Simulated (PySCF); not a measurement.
Shifts of the heteroatoms

Numbering as in the mapped SMILES `[CH3:1][CH:2]1[CH2:3][C:4](=[CH:5][CH2:6][F:7])[CH2:8]1` (H(Xn): hydrogen on atom n). Ha(C3), Ha(C8) are cis to C1 on the ring; Hb(C3), Hb(C8) are trans to C1 on the ring.

Theoretical values (PySCF 2.14.0 with density-fitted response routines): σ from GIAO-PBE0/pcSseg-1, coordinates at the GFN2-xTB level. One computed conformer, isolated molecule, relativity neglected, fast rotation and ring inversion assumed for equivalent nuclei.

Q: Where does ¹⁹F resonate?

A: 
```tsv
atoms	environment	σ (ppm)	δ (ppm)
F7	fluorine on an sp3 carbon	414.5	-213.4
```

Shieldings were converted by a linear fit to measured shifts: ¹⁹F: δ = 146.13 − 0.903σ +14.6 on sp3 carbon (rms 6.0 ppm, 223 shifts, 7.0 ppm with the 5 outliers that the fit left out vs CFCl3, solution or neat liquid). A few per cent of atoms miss by over 2 rms, more outside the fitted compound classes.

On a 400 MHz spectrometer ¹⁹F resonates near 376.4 MHz, so 1 ppm is 376.4 Hz.
